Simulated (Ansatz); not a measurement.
The same path of a periodic cell of 63 atoms, Si (host Si, host structure diamond, one Si atom removed), cell charge +1 was run twice with different band settings. Lost on the way: Si20–Si52, Si24–Si52, Si52–Si53. Made: Si31–Si52, Si32–Si52, Si38–Si52.

Level of theory: DFT PBE, scalar-relativistic, plane waves, PAW in Ansatz 0.2.0. Settings: PAW set soft_1, cutoff 420 eV, k mesh 1x1x1, fermi-dirac smearing 0.05 eV, spin collinear.

Relaxed end points:

```xyz
63
Lattice="10.8600 0.0000 0.0000 0.0000 10.8600 0.0000 0.0000 0.0000 10.8600" Properties=species:S:1:pos:R:3
Si 5.428 0.003 -0.005
Si 6.785 1.363 1.355
Si 8.151 2.710 0.004
Si 9.522 4.088 1.376
Si 8.151 0.013 2.701
Si 9.523 1.384 4.079
Si -0.011 0.013 0.004
Si 1.366 1.383 1.376
Si 2.710 2.721 -0.007
Si 4.047 4.063 1.376
Si 5.418 5.443 0.005
Si 6.785 6.790 1.355
Si 8.141 8.150 -0.006
Si 9.501 9.506 1.354
Si 2.710 0.002 2.713
Si 4.047 1.384 4.057
Si 5.429 2.721 2.714
Si 6.785 4.077 4.068
Si 8.141 5.431 2.713
Si 9.522 6.769 4.056
Si 5.419 0.013 5.434
Si 6.785 1.363 6.782
Si 8.141 2.722 5.423
Si 9.523 4.065 6.760
Si 8.141 0.002 8.141
Si 9.501 1.363 9.497
Si -0.001 5.431 -0.007
Si 1.342 6.768 1.375
Si 2.721 8.140 0.005
Si 4.068 9.506 1.355
Si 0.032 2.754 2.745
Si 2.679 5.401 2.743
Si 4.047 6.768 4.081
Si 5.418 8.140 2.702
Si 6.785 9.506 4.069
Si 0.000 0.002 5.423
Si 1.344 1.385 6.759
Si 2.676 2.756 5.388
Si 4.047 4.088 6.760
Si 5.429 5.431 5.424
Si 6.785 6.790 6.782
Si 8.152 8.140 5.434
Si 9.502 9.506 6.781
Si 2.721 0.013 8.131
Si 4.069 1.362 9.497
Si 5.418 2.710 8.131
Si 6.785 4.076 9.498
Si 8.151 5.442 8.131
Si 9.501 6.789 9.497
Si 0.000 8.151 2.713
Si 1.355 9.506 4.068
Si 0.032 5.402 5.392
Si 1.368 6.770 6.761
Si 2.711 8.151 5.423
Si 4.069 9.507 6.782
Si 0.000 2.721 8.141
Si 1.355 4.076 9.498
Si 2.710 5.431 8.143
Si 4.068 6.790 9.499
Si 5.428 8.150 8.142
Si 6.785 9.506 9.499
Si -0.011 8.139 8.131
Si 1.355 9.506 9.498
```

```xyz
63
Lattice="10.8600 0.0000 0.0000 0.0000 10.8600 0.0000 0.0000 0.0000 10.8600" Properties=species:S:1:pos:R:3
Si 5.430 0.000 0.000
Si 6.786 1.356 1.356
Si 8.146 2.716 0.000
Si 9.505 4.075 1.355
Si 8.146 0.000 2.716
Si 9.505 1.355 4.075
Si 0.000 0.000 0.000
Si 1.366 1.367 1.367
Si 2.714 2.716 0.000
Si 4.063 4.064 1.367
Si 5.430 5.430 0.000
Si 6.797 6.796 1.367
Si 8.146 8.144 0.001
Si 9.494 9.493 1.367
Si 2.714 0.000 2.716
Si 4.063 1.367 4.064
Si 5.430 2.716 2.716
Si 6.785 4.075 4.075
Si 8.166 5.417 2.736
Si 9.529 6.761 4.099
Si 5.430 0.000 5.430
Si 6.797 1.367 6.796
Si 8.166 2.736 5.417
Si 9.529 4.099 6.761
Si 8.146 0.001 8.144
Si 9.494 1.367 9.493
Si 0.000 5.430 0.000
Si 1.355 6.785 1.355
Si 2.714 8.144 0.000
Si 4.074 9.504 1.356
Si -0.013 2.736 2.736
Si 2.694 5.443 2.736
Si 4.075 6.785 4.075
Si 5.430 8.144 2.716
Si 6.797 9.493 4.064
Si 0.000 0.000 5.430
Si 1.355 1.355 6.785
Si 2.694 2.736 5.443
Si 4.075 4.075 6.785
Si 5.430 5.430 5.430
Si 6.785 6.785 6.785
Si 8.166 8.124 5.443
Si 9.505 9.505 6.785
Si 2.714 0.000 8.144
Si 4.074 1.356 9.504
Si 5.430 2.716 8.144
Si 6.797 4.064 9.493
Si 8.166 5.443 8.124
Si 9.505 6.785 9.505
Si 0.013 8.124 2.736
Si 1.355 9.505 4.075
Si 1.331 4.099 4.099
Si 1.331 6.761 6.761
Si 2.694 8.124 5.417
Si 4.063 9.493 6.796
Si 0.013 2.736 8.124
Si 1.355 4.075 9.505
Si 2.694 5.417 8.124
Si 4.063 6.796 9.493
Si 5.429 8.144 8.144
Si 6.786 9.504 9.504
Si -0.013 8.124 8.124
Si 1.366 9.493 9.493
```

Common settings: climbing image yes; spring 5.0 eV/Å²; optimiser quadratic models (default); end points relaxed.

| run | movable images | start path | force threshold | iteration limit |
| --- | --- | --- | --- | --- |
| 1 | 5 | straight line | 0.05 eV/Å | 21 |
| 2 | 3 | default | 0.2 eV/Å | 48 |

**Question.** What does each run give, and how far can it be trusted?

**Answer.** Run 1: converged after 6 iterations, highest image 0.328 eV above the first end. The order of the stationary point at the top wasn't checked.
Run 2: converged after 5 iterations, highest image 0.328 eV above the first end. The threshold of 0.2 eV/Å is loose, so the images may lie well off the minimum-energy path. The order of the stationary point at the top wasn't checked.
Limits of this set-up: coarse k mesh, charged cell in a uniform background, uncorrected.
